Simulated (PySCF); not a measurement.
Ge(H)3(SMe) (CH6GeS), SMILES C[S][GeH3]. Atoms are numbered in the order given.

```xyz
9

Ge     0.1023     0.9918     0.0000
S     -0.7583    -1.0634     0.0000
C      0.7909    -2.0482     0.0000
H     -1.0949     1.9519     0.0000
H      0.9726     1.2085    -1.2537
H      0.9726     1.2085     1.2537
H      1.3895    -1.8504     0.9009
H      0.4836    -3.1029     0.0000
H      1.3895    -1.8504    -0.9009
```

Geometry optimised at TPSSh-D3(BJ)/def2-SVP.

Computed with PySCF with ωB97X/def2-TZVPD.

The molecule is in vacuum.

total energy: -2516.98044 hartree
point group: Cs
highest occupied level: -9.15 eV
lowest empty level: 1.59 eV
orbital gap: 10.74 eV
dipole moment: 1.52 D
quadrupole, principal values (traceless, Buckingham form, about the centre of nuclear charge): -3.70, -2.48, 6.18 D·Å
mean static polarisability: 68.1 bohr³ (10.09 Å³)
polarisability, principal values: 58.2, 65.2, 80.8 bohr³
